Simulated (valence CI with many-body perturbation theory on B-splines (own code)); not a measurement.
## Rh XL: electric-dipole lines

Level of theory: configuration interaction combined with many-body perturbation theory (CI+MBPT): four valence electrons over a frozen Dirac-Fock core [He], radial functions for each j: 11 s, 11 p, 9 d, 7 f, 5 g, 2 h, 1 i, with the one-electron correlation potential Σ1, the two-electron term Σ2, the three-electron term Σ3, Breit, model QED; selected CI, second order for the rest (own B-spline code, finite nucleus).

No measured spectrum was set against this ion. As an estimate, large intervals hold to a few tenths of a per cent, small ones and those within an open d or f shell to about a per cent. Among the levels kept, up to 270 cm⁻¹ of a level comes from second order outside the variational space, and about a tenth of that is noise between levels of different J, which matters for small intervals.

Lines 101 to 150 of 238 in falling wavelength, among levels below 3806.0 eV, chosen from the strongest by gf and those to the six lowest levels. Wavelengths and rates use the calculated energies. Electric multipoles are in the length gauge, E1 and E2 with the static RPA response of the core. Weak lines are less certain than strong ones. Lines between different terms over intervals too small for the method are left out, as are lines whose strength nearly cancels. The highest levels of a list are the least certain.

Levels are named by their leading jj configuration (3d3/2^4 stands for four electrons in 3d with j = 3/2), which in mixed levels can hold well under half, so a name can repeat and another be missing. Letters in brackets count levels of one name in rising energy.

```csv
λ vac (nm),Upper,Lower,A (s⁻¹),S (a.u.)
0.3787,(2s 2p1/2 2p3/2 3d5/2) J=1 [a],(2s 2p1/2 2p3/2^2) J=1 [a],1.97e+13,1.58e-03
0.3787,(2s 2p1/2 2p3/2 3d5/2) J=2 [b],(2s 2p1/2 2p3/2^2) J=1 [b],1.16e+13,1.56e-03
0.3781,(2s 2p1/2 2p3/2 3d5/2) J=2 [b],(2s 2p1/2 2p3/2^2) J=2 [b],1.62e+13,2.16e-03
0.3776,(2s 2p1/2 2p3/2 3d5/2) J=1 [b],(2s 2p1/2 2p3/2^2) J=1 [b],9.02e+13,7.19e-03
0.3775,(2s 2p1/2 2p3/2 3d5/2) J=1 [a],(2s 2p1/2 2p3/2^2) J=0,8.37e+13,6.67e-03
0.3772,(2s 2p1/2 2p3/2 3d5/2) J=0,(2s 2p1/2 2p3/2^2) J=1 [b],1.57e+14,4.17e-03
0.3762,(2s 2p1/2 2p3/2 3s) J=2 [b],(2s 2p1/2^2 2p3/2) J=1,9.99e+11,1.31e-04
0.3760,(2s 2p1/2 2p3/2 3d3/2) J=2 [c],(2s 2p1/2 2p3/2^2) J=1 [b],3.13e+13,4.10e-03
0.3759,(2s 2p1/2 2p3/2 3d5/2) J=1 [b],(2s 2p1/2 2p3/2^2) J=1 [a],1.90e+13,1.50e-03
0.3758,(2s 2p1/2^2 3d5/2) J=2,(2s 2p1/2^2 2p3/2) J=1,1.49e+14,1.95e-02
0.3757,(2s 2p1/2 2p3/2 3d3/2) J=1 [c],(2s 2p1/2 2p3/2^2) J=1 [b],2.65e+13,2.08e-03
0.3754,(2s 2p1/2 2p3/2 3d3/2) J=2 [c],(2s 2p1/2 2p3/2^2) J=2 [b],5.73e+13,7.48e-03
0.3753,(2s 2p1/2 2p3/2 3s) J=2 [a],(2s 2p1/2^2 2p3/2) J=2,1.08e+13,1.40e-03
0.3747,(2s 2p1/2 2p3/2 3d5/2) J=1 [b],(2s 2p1/2 2p3/2^2) J=0,2.42e+13,1.88e-03
0.3743,(2s 2p1/2 2p3/2 3d3/2) J=2 [c],(2s 2p1/2 2p3/2^2) J=1 [a],2.45e+13,3.17e-03
0.3741,(2s 2p1/2 2p3/2 3d3/2) J=2 [b],(2s 2p1/2 2p3/2^2) J=3,2.17e+13,2.81e-03
0.3740,(2s 2p1/2 2p3/2 3d3/2) J=3 [b],(2s 2p1/2 2p3/2^2) J=3,2.68e+13,4.84e-03
0.3737,(2s 2p1/2^2 3d3/2) J=1,(2s 2p1/2^2 2p3/2) J=2,4.59e+12,3.55e-04
0.3736,(2s 2p3/2^2 3s) J=3,(2s 2p1/2 2p3/2^2) J=3,3.82e+13,6.89e-03
0.3736,(2s^2 2p1/2 3d3/2) J=2,(2s^2 2p1/2 2p3/2) J=2,3.02e+13,3.89e-03
0.3734,(2s^2 2p3/2 3p3/2) J=2,(2s 2p1/2^2 2p3/2) J=2,1.90e+12,2.44e-04
0.3734,(2s 2p1/2^2 3d3/2) J=2,(2s 2p1/2^2 2p3/2) J=2,3.34e+13,4.29e-03
0.3732,(2s 2p1/2 2p3/2 3s) J=1 [a],(2s 2p1/2^2 2p3/2) J=2,3.11e+12,2.40e-04
0.3730,(2s 2p1/2 2p3/2 3s) J=1 [b],(2s 2p1/2^2 2p3/2) J=1,4.15e+12,3.19e-04
0.3725,(2s 2p1/2 2p3/2 3d5/2) J=2 [b],(2s 2p1/2 2p3/2^2) J=3,3.03e+13,3.87e-03
0.3724,(2s 2p1/2 2p3/2 3s) J=2 [c],(2s 2p1/2^2 2p3/2) J=1,1.73e+12,2.20e-04
0.3723,(2s 2p1/2 2p3/2 3d5/2) J=2 [a],(2s 2p1/2 2p3/2^2) J=2 [a],9.89e+13,1.26e-02
0.3723,(2s 2p1/2 2p3/2 3s) J=3,(2s 2p1/2^2 2p3/2) J=2,7.86e+13,1.40e-02
0.3723,(2s 2p1/2 2p3/2 3s) J=0,(2s 2p1/2^2 2p3/2) J=1,9.19e+12,2.34e-04
0.3723,(2s 2p1/2 2p3/2 3s) J=1 [c],(2s 2p1/2^2 2p3/2) J=1,5.07e+12,3.87e-04
0.3722,(2s^2 2p3/2 3d5/2) J=1,(2s^2 2p3/2^2) J=0,2.02e+14,1.54e-02
0.3721,(2s 2p1/2 2p3/2 3d5/2) J=3 [a],(2s 2p1/2 2p3/2^2) J=2 [a],1.16e+14,2.07e-02
0.3721,(2s 2p1/2 2p3/2 3d5/2) J=3 [b],(2s 2p1/2 2p3/2^2) J=3,6.39e+13,1.14e-02
0.3721,(2s^2 2p1/2 3d3/2) J=2,(2s^2 2p1/2 2p3/2) J=1,2.30e+12,2.92e-04
0.3719,(2s^2 2p1/2 3d3/2) J=1,(2s^2 2p1/2 2p3/2) J=2,4.33e+12,3.30e-04
0.3717,(2s 2p1/2 2p3/2 3d5/2) J=4 [b],(2s 2p1/2 2p3/2^2) J=3,2.22e+14,5.06e-02
0.3717,(2s^2 2p3/2 3d3/2) J=3,(2s^2 2p3/2^2) J=2,5.55e+12,9.84e-04
0.3715,(2s^2 2p1/2 3d5/2) J=2,(2s^2 2p1/2 2p3/2) J=2,2.36e+13,2.99e-03
0.3713,(2s 2p1/2^2 3d5/2) J=3,(2s 2p1/2^2 2p3/2) J=2,8.12e+13,1.44e-02
0.3713,(2s^2 2p3/2 3d3/2) J=1,(2s^2 2p3/2^2) J=2,3.57e+13,2.70e-03
0.3712,(2s^2 2p1/2 3s) J=1,(2s^2 2p1/2^2) J=0,7.64e+12,5.78e-04
0.3710,(2s^2 2p1/2 3d5/2) J=3,(2s^2 2p1/2 2p3/2) J=2,1.61e+14,2.85e-02
0.3709,(2s 2p1/2 2p3/2 3d3/2) J=3 [b],(2s 2p1/2 2p3/2^2) J=2 [a],9.56e+13,1.69e-02
0.3706,(2s^2 2p3/2 3s) J=2,(2s^2 2p1/2 2p3/2) J=2,1.42e+12,1.78e-04
0.3705,(2s 2p1/2 2p3/2 3d3/2) J=3 [c],(2s 2p1/2 2p3/2^2) J=3,1.25e+13,2.20e-03
0.3705,(2s^2 2p3/2 3s) J=1,(2s^2 2p1/2 2p3/2) J=2,4.98e+12,3.75e-04
0.3705,(2s 2p1/2 2p3/2 3s) J=2 [b],(2s 2p1/2^2 2p3/2) J=2,2.24e+12,2.81e-04
0.3704,(2s^2 2p3/2 3d5/2) J=2,(2s^2 2p3/2^2) J=2,1.50e+14,1.88e-02
0.3704,(2s^2 2p1/2 3d3/2) J=1,(2s^2 2p1/2 2p3/2) J=1,2.61e+13,1.97e-03
0.3701,(2s^2 2p1/2 3d5/2) J=2,(2s^2 2p1/2 2p3/2) J=1,1.27e+14,1.58e-02
```
